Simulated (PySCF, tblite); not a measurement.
Compound: C6H10ClFSi.
Geometry (GFN2-xTB, Å), atoms numbered from 1 in this order:
```
atom  x, y, z in Å
F1     3.0392    1.3875    0.9766
C2     2.1589    0.3135    1.0955
C3     2.2418   -0.5670   -0.1111
C4     1.1074   -0.9662   -0.6613
C5    -0.1976   -0.5305   -0.0572
C6    -1.2131   -0.1445   -1.1322
C7    -2.6042    0.0649   -0.5645
Cl8   -2.6054    1.3729    0.6481
Si9    0.3110    0.8668    1.1578
H10    2.5024   -0.2259    1.9867
H11    3.2166   -0.8349   -0.4889
H12    1.0816   -1.6148   -1.5257
H13   -0.6138   -1.3825    0.4948
H14   -1.2848   -0.9425   -1.8787
H15   -0.8831    0.7618   -1.6432
H16   -3.3140    0.3539   -1.3391
H17   -2.9619   -0.8299   -0.0549
H18   -0.2436    0.7178    2.5009
H19    0.2527    2.2087    0.5891
```

Computed, not measured: PBE0/pcSseg-1 in PySCF (dipole) on a GFN2-xTB geometry, gas phase.

Masses are those of the commonest isotopes; rigid-rotor values at the optimised geometry. The values belong to one conformer with, in the numbering `[F:1][C@@H:2]1[CH:3]=[CH:4][C@H:5]([CH2:6][CH2:7][Cl:8])[SiH2:9]1`, C4–C5–C6–C7 170°, C5–C6–C7–Cl8 60°, F1–C2–C3–C4 -134°, C3–C4–C5–C6 138°, C4–C5–Si9–C2 -16°, F1–C2–Si9–C5 136°.

(1) Give the principal moments of inertia and the rotational constants in MHz.

(2) Classify the top.

(3) What does the inertial defect say?

(4) Give the other two planar moments, Paa and Pbb, and the rms extents of the mass along the axes.

(5) Which types of transition are allowed, and where do some lines up to J = 2 fall?

(6) Estimate the classical rotational partition function at 200 K, 298.15 K and 500 K.

Answers

(1) Ia = 222.69, Ib = 724.47, Ic = 894.91 u·Å²; 505379 MHz·u·Å²/I gives A = 2269, B = 697.6, C = 564.7 MHz.

(2) An asymmetric top. Ray's parameter κ = (2B − A − C)/(A − C) = -0.844; −1 is the prolate and +1 the oblate limit.

(3) Not planar: Δ = Ic − Ia − Ib = -52.25 u·Å². For a rigid frame Δ = −2 Σ m c², so Σ m c² = 26.13 u·Å² lies off the ab plane: 11.07 from hydrogen and 15.06 from heavier atoms. The atom farthest from that plane is 1.53 Å away.

(4) Paa = Σ m a² = (Ib + Ic − Ia)/2 = 698.35 and Pbb = Σ m b² = (Ia + Ic − Ib)/2 = 196.56 u·Å². With the mass M = 164.02 u, the rms extents √(P/M) along a, b and c are 2.06, 1.09, 0.40 Å.

(5) The dipole components are |μa| = 2.01 D, |μb| = 2.98 D, |μc| = 1.04 D. Intensities carry the squares of the components, which stand as 0.45 : 1.00 : 0.12 (a : b : c). Some lines, for components of 0.1 D or more:

```
type  branch         J(Ka,Kc)   MHz  lower level (cm⁻¹)
   a       Q  2(1,1) ← 2(1,2)   399               0.174
   b       R  2(0,2) ← 1(1,1)   945               0.095
   a       R  1(0,1) ← 0(0,0)  1262               0.000
   c       Q  2(1,2) ← 2(0,2)  1447               0.126
   c       Q  1(1,1) ← 1(0,1)  1572               0.042
   b       Q  1(1,0) ← 1(0,1)  1705               0.042
   b       Q  2(1,1) ← 2(0,2)  1846               0.126
   a       R  2(1,2) ← 1(1,1)  2392               0.095
   a       R  2(0,2) ← 1(0,1)  2517               0.042
   a       R  2(1,1) ← 1(1,0)  2657               0.099
   b       R  1(1,1) ← 0(0,0)  2834               0.000
   c       R  1(1,0) ← 0(0,0)  2967               0.000
   b       R  2(1,2) ← 1(0,1)  3964               0.042
   c       R  2(1,1) ← 1(0,1)  4362               0.042
   c       Q  2(2,1) ← 2(1,1)  4716               0.188
   b       Q  2(2,0) ← 2(1,1)  4724               0.188
   b       Q  2(2,1) ← 2(1,2)  5114               0.174
   b       R  2(2,1) ← 1(1,0)  7373               0.099
   c       R  2(2,0) ← 1(1,0)  7381               0.099
   c       R  2(2,1) ← 1(1,1)  7506               0.095
   b       R  2(2,0) ← 1(1,1)  7514               0.095
```

(6) Point group C1, symmetry number σ = 1; q = (√π/σ)·√((kT/h)³/(ABC)), k/h = 20836.6 MHz/K: 504000 at 200 K, 918000 at 298.15 K, 1990000 at 500 K.

Its GFN2-xTB frequencies are all real (lowest 44 cm⁻¹). No vibrational averaging or centrifugal distortion is included, and the geometry carries the error of its method. Quadrupole hyperfine structure (35Cl) is left out.

The run took 46 s of wall time on Arm Neoverse V2, one thread (shared host), and the process peaked at 0.95 GiB of memory. This is the PBE0/pcSseg-1 job that gave the dipole, with the shieldings it also computed.
